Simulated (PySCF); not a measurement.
C2H11NSi3, SMILES [SiH2]1[SiH2][Si@@H](CC)N1.

Geometry optimised at PBE0-D3(BJ)/def2-SVP. The structure was generated by enumeration; whether it is a known compound was not checked. The values are those of a single conformer.

Level of theory: TDA-PBE0/def2-SVPD run with PySCF.

Vertical excitations. Isolated molecule, no solvent.

Computed UV-visible absorptions:
```tsv
state	energy (eV)	λ (nm)	f	main pairs
S1	5.54	224	0.014	HOMO−1→LUMO 73 %, HOMO→LUMO 24 %
S2	5.60	221	0.089	HOMO→LUMO 55 %, HOMO−1→LUMO 23 %, HOMO→LUMO+1 18 %
S3	5.68	218	0.059	HOMO→LUMO+1 73 %, HOMO→LUMO 16 %
S4	6.07	204	0.005	HOMO−1→LUMO+1 94 %
S5	6.33	196	0.001	HOMO−1→LUMO+2 89 %
S6	6.44	192	0.147	HOMO→LUMO+2 76 %
T1	4.91	253	0	HOMO→LUMO 90 %
T2	5.02	247	0	HOMO→LUMO+1 90 %
```
Triplets are in the Tamm–Dancoff approximation.
